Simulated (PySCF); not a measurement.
SeCl, SMILES Cl[Se], multiplicity 2.

Coordinates come from a B3LYP-D3(BJ)/def2-TZVP optimisation. The spin state was assumed, not searched.

Two levels are set side by side: PBE/def2-TZVPD (PySCF) and CAM-B3LYP/def2-TZVPD (PySCF). Same geometry, gas phase. Differences are taken from unrounded values.

| quantity | CAM-B3LYP |
|---|---|
| α-spin orbital gap (eV) | 7.13 |
| β-spin orbital gap (eV) | 4.73 |
| dipole moment (D) | 0.79 |

What does PBE give, and how far is it from CAM-B3LYP? (Estimate from the structure and the level; the computed values follow.)


```json
[
 {"quantity": "α-spin orbital gap (eV)", "PBE": "2.53", "PBE minus CAM-B3LYP": "-4.60"},
 {"quantity": "β-spin orbital gap (eV)", "PBE": "0.16", "PBE minus CAM-B3LYP": "-4.58"},
 {"quantity": "dipole moment (D)", "PBE": "0.49", "PBE minus CAM-B3LYP": "-0.30"}
]
```

Rough cost on one machine, each run with all the roots and properties that it gave: CAM-B3LYP against PBE within a factor of 2.
